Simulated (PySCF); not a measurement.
**Telling isomers of C$_{9}$H$_{10}$O apart by NMR**

Averaged over atoms made equivalent by symmetry, fast rotation or ring inversion, single conformer, non-relativistic Hamiltonian, gas phase. GIAO PBE0/pcSseg-1 shieldings; geometry from GFN2-xTB; PySCF 2.14.0 with density-fitted response routines.

References, each an isolated molecule treated in the same way: 1H (31.72 ppm) and 13C (186.93 ppm) against TMS. Where no couplings were computed, multiplicities follow the n + 1 count of equivalent neighbours, and m marks all less simple cases (inequivalent or close neighbours, rings, F or P nearby). Shifts are as computed. Against solution values, carbons near 30 ppm lie about +3 ppm off and those near 130 ppm about +5 ppm. Of 1211 compounds with measured shifts, 218 miss one by over three times the rms of a fit or turn the order of signals round; such compounds aren't used in these exercises. OH and NH positions are gas-phase values without hydrogen bonding to other molecules.

(1) Tabulate the signals of `CCC(=O)c1ccccc1`, `C=Cc1cc(C)ccc1O`, `CCc1cccc(C=O)c1` and their relative energies.

(2) What is the quickest way to tell C=Cc1cc(C)ccc1O from CCc1cccc(C=O)c1?

(3) What is the quickest way to tell CCC(=O)c1ccccc1 from C=Cc1cc(C)ccc1O?

(4) What is the quickest way to tell CCC(=O)c1ccccc1 from CCc1cccc(C=O)c1?

Answers

(1) 
| SMILES | carbon types | δC | δH | E rel. (kcal/mol) |
| --- | --- | --- | --- | --- |
| CCC(=O)c1ccccc1 | 2×C 5×CH 1×CH2 1×CH3 | 203.2, 140.4, 139.0, 134.7, 133.8, 35.1, 9.9 | 8.48 (d, 2H), 7.82 (m, 1H), 7.77 (m, 2H), 3.00 (q, 2H), 1.34 (t, 3H) | 0.0 |
| C=Cc1cc(C)ccc1O | 3×C 4×CH 1×CH2 1×CH3 | 158.9, 137.2, 136.5, 134.0, 132.7, 127.4, 123.7, 120.8, 23.2 | 7.48 (s, 1H), 7.39 (d, 1H), 7.15 (d, 1H), 6.93 (m, 1H), 6.04 (m, 1H), 5.66 (m, 1H), 4.81 (br s, 1H), 2.42 (s, 3H) | 16.1 |
| CCc1cccc(C=O)c1 | 2×C 5×CH 1×CH2 1×CH3 | 196.1, 152.6, 141.2, 140.0, 137.0, 134.4, 133.5, 34.9, 22.3 | 10.20 (s, 1H), 8.41 (s, 1H), 7.80 (m, 1H), 7.73 (m, 1H), 7.72 (m, 1H), 2.76 (q, 2H), 1.24 (t, 3H) | 3.6 |

Energies are electronic energies at PBE0/pcSseg-1 on these geometries, without zero-point or thermal terms, each for the one conformer computed, which needn't be the lowest.

(2) Both give the same number of carbon signals, but DEPT or the intensities differ. The first has a terminal =CH2 carbon at 123.7 ppm, the second an sp3 CH2 on an aromatic ring at 34.9 ppm. Their most deshielded carbons lie at 158.9 and 196.1 ppm. In the proton spectra the most deshielded non-exchanging signals are 7.48 (s, 1H) and 10.20 (s, 1H).

(3) Count the carbon signals: 7 against 9. The first has an sp3 CH2 α to a carbonyl at 35.1 ppm, the second a terminal =CH2 carbon at 123.7 ppm. Their most deshielded carbons lie at 203.2 and 158.9 ppm. In the proton spectra the most deshielded non-exchanging signals are 8.48 (d, 2H) and 7.48 (s, 1H).

(4) Count the carbon signals: 7 against 9. The first has a ketone carbonyl carbon (C) at 203.2 ppm, the second an aldehyde carbonyl carbon (CH) at 196.1 ppm. In the proton spectra the most deshielded non-exchanging signals are 8.48 (d, 2H) and 10.20 (s, 1H).
